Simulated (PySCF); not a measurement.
## Relaxation of singlet YSBr

Computed with PySCF, PBE0, basis Y def2-TZVP with ECP28, S def2-TZVP, Br def2-TZVP (scalar-relativistic core potentials, no spin–orbit coupling, density fitting). A (50,194) grid was used.

A hand-made bent start, of Cs symmetry, held to at least that symmetry:

Coordinates in bohr (charge 0 multiplicity 1):
```
Y    -1.1389    0.0000   -1.5745
S    -4.6063    0.0000    0.8535
Br    3.1491    0.0000    1.4279
```

Q: What forces act on the atoms at the start (eV/Å)?

A: 
```
atom     Fx    Fy     Fz
  Y1   1.56  0.00   0.50
  S2  -0.70  0.00   0.27
 Br3  -0.86  0.00  -0.77
```

Q: What does it relax to?

A: It ends at Cs with Y–Br 2.619 Å, Y–S 2.283 Å; Br–Y–S 119.1° (after a last refinement on a finer grid). A frequency run shows a minimum. Other isomers or separated fragments may lie lower.

Q: How much energy is released, and in how many steps?

A: 14.1 kJ/mol in 6 steps.

The relaxation took roughly 50 core-seconds on a shared host.
